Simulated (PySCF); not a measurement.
## PBE0 on Pt⁶⁷⁺ (platinum, charge +67)

Configuration: [Ne] 3s1, 2S determinant. Computed with PySCF 2.14 in an uncontracted even-tempered set (17 s from 20 bohr⁻², ratio 2.5; 12 p from 26 bohr⁻², ratio 2.5; 4 d from 95 bohr⁻², ratio 2.7; 4 f from 140 bohr⁻², ratio 2.7), with scalar relativity by spin-free X2C-1e.

- Total energy: -12733.09 hartree
- One-electron energy: -13527.36 hartree
- Hartree (Coulomb) energy: 950.78 hartree
- Exchange-correlation energy: -156.52 hartree
- ⟨S²⟩: 0.7500
- ⟨L²⟩: 0.000
- Sum of ⟨r⟩: 0.7244 bohr
- Sum of ⟨r²⟩: 0.07553 bohr²

| shell | electrons | mean orbital energy (eV) | rms radius, mean of both spins (bohr) |
| --- | --- | --- | --- |
| 1s α | 1 | -84402.0 | 0.0194 |
| 1s β | 1 | -84393.0 | 0.0194 |
| 2s α | 1 | -19527.0 | 0.0769 |
| 2s β | 1 | -19518.0 | 0.0769 |
| 2p α | 3 | -17784.0 | 0.0701 |
| 2p β | 3 | -17778.4 | 0.0701 |
| 3s α | 1 | -8068.7 | 0.183 |

Spin-orbit coupling, which splits the p, d and f shells strongly at this Z, is absent.

Densities and radii are taken from the X2C orbitals without a picture-change correction, which distorts them close to the nucleus.
